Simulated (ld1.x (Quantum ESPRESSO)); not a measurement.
**tin: excitation energies, all-electron against TM**

tin (Sn), norm-conserving Troullier–Martins (Kleinman–Bylander form), made with ld1.x (Quantum ESPRESSO) 7.5 (LDA (PZ), scalar-relativistic). Core [Ar] 3d10, reference 4s2 4p6 4d10 5s2 5p1 (charge +1). Waves: 4s (bound): rc 0.80 bohr; 4p (bound): rc 1.40 bohr; 4d (bound): rc 1.45 bohr. Local part: the d channel. Core correction: none.

Occupied shells without a wave of their own: 5p, 5s. They enter only through the test configuration that unscreens the potential.

Energies are relative to the spin-unpolarised reference configuration 4s2 4p6 4d10 5s2 5p1; without spin polarisation the order of configurations can differ from experiment. Spin-polarised rows fill each open shell by Hund’s rule, majority spin first.

| valence configuration | charge | ΔE all-electron (eV) | error AE − PS (meV) |
| --- | --- | --- | --- |
| 4s2 4p6 4d10 5s2 5p2 | 0 | -7.098 | +97 |
| 4s2 4p6 4d10 5s2 5p0 | +2 | 14.264 | -170 |
| 4s2 4p6 4d10 5s1 5p0 | +3 | 45.715 | -314 |
| 4s2 4p6 4d10 5s1 5p3 | 0 | -0.024 | +163 |
| 4s2 4p6 4d10 5s2 5p1.5 | +0.5 | -4.382 | +57 |
| 4s2 4p6 4d9 5s2 5p2 | +1 | 25.669 | +200 |
| 4s2 4p6 4d10 5s2 5p2 (spin-polarised) | 0 | -7.573 | +98 |

What are ΔE and the potential's error for 4s2 4p6 4d10 5s2 5p1 (spin-polarised)?

ΔE = -0.153 eV all-electron; the error (AE − PS) is -0.1 meV.

What are ΔE and the potential's error for 4s1 4p6 4d10 5s2 5p2?

ΔE = 134.820 eV all-electron; the error (AE − PS) is +182 meV.

Levels in the configuration 4s2 4p6 4d10 5s2 5p0:

```json
{"level": "4s", "all-electron (eV)": "-151.243", "pseudo (eV)": "-151.353"}
{"level": "4p", "all-electron (eV)": "-107.140", "pseudo (eV)": "-107.244"}
{"level": "4d", "all-electron (eV)": "-43.385", "pseudo (eV)": "-43.476"}
{"level": "5s", "all-electron (eV)": "-26.534", "pseudo (eV)": "-26.653"}
```

The 5p, 5s levels have no wave, so the channel is fitted at the deeper level alone: the likely source of the large errors.
